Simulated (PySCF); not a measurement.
C₄H₉ (SMILES C[C](C)C), doublet, at a GFN2-xTB geometry. Base run: PySCF with DF-HF/pcseg-1.

Here is a job for PySCF.
```python
from pyscf import gto, scf

mol = gto.Mole()
mol.atom = '''
    C     0.000233   -0.000387    0.115316
    C    -0.001963    1.478902   -0.016333
    C     1.282761   -0.737245   -0.017130
    C    -1.281036   -0.741762   -0.001923
    H     0.005337    1.792035   -1.069507
    H    -0.892102    1.910426    0.440060
    H     0.880403    1.913912    0.452315
    H     1.561752   -0.879420   -1.070313
    H     2.097549   -0.191163    0.457676
    H     1.213157   -1.727075    0.432463
    H    -1.567902   -0.892161   -1.051871
    H    -1.204589   -1.728453    0.453674
    H    -2.093569   -0.195149    0.475924
'''
mol.basis = 'pcseg-1'
mol.charge = 0
mol.spin = 1
mol.verbose = 4
mol.build()

mf = scf.UHF(mol)
mf = mf.density_fit(auxbasis='def2-universal-jkfit')
mf.kernel()
```

Each row names what was changed in the base input (with any setting that the change needs).

```json
[
 {"change": "base", "ΔE vs base (mEh)": "0.000", "SCF cycles": "12", "<S^2>": "0.764"},
 {"change": "solver = newton; init_guess = 1e", "ΔE vs base (mEh)": "0.000", "SCF cycles": "-", "<S^2>": "0.764"},
 {"change": "init_guess = huckel", "ΔE vs base (mEh)": "0.000", "SCF cycles": "12", "<S^2>": "0.764"},
 {"change": "conv_tol = 1e-12", "ΔE vs base (mEh)": "0.000", "SCF cycles": "14", "<S^2>": "0.764"},
 {"change": "diis_space = 4", "ΔE vs base (mEh)": "0.000", "SCF cycles": "13", "<S^2>": "0.764"},
 {"change": "conv_tol = 1e-11", "ΔE vs base (mEh)": "0.000", "SCF cycles": "14", "<S^2>": "0.764"},
 {"change": "conv_tol_grad = 1e-7", "ΔE vs base (mEh)": "0.000", "SCF cycles": "16", "<S^2>": "0.764"},
 {"change": "conv_tol = 1e-4", "ΔE vs base (mEh)": "0.003", "SCF cycles": "6", "<S^2>": "0.763"},
 {"change": "diis = off; damp = 0.6 (with mf.diis_start_cycle = 200; with mf.max_cycle = 150)", "ΔE vs base (mEh)": "0.000", "SCF cycles": "50", "<S^2>": "0.763"},
 {"change": "diis = off (with mf.max_cycle = 100)", "ΔE vs base (mEh)": "0.000", "SCF cycles": "20", "<S^2>": "0.763"},
 {"change": "init_guess = sap", "ΔE vs base (mEh)": "0.000", "SCF cycles": "13", "<S^2>": "0.764"},
 {"change": "init_guess = mod_huckel", "ΔE vs base (mEh)": "0.000", "SCF cycles": "12", "<S^2>": "0.764"},
 {"change": "init_guess = atom", "ΔE vs base (mEh)": "0.000", "SCF cycles": "12", "<S^2>": "0.764"}
]
```

Open shells are given as the SCF converged; they aren't shown to be the lowest states, and a large step between rows can be another state.
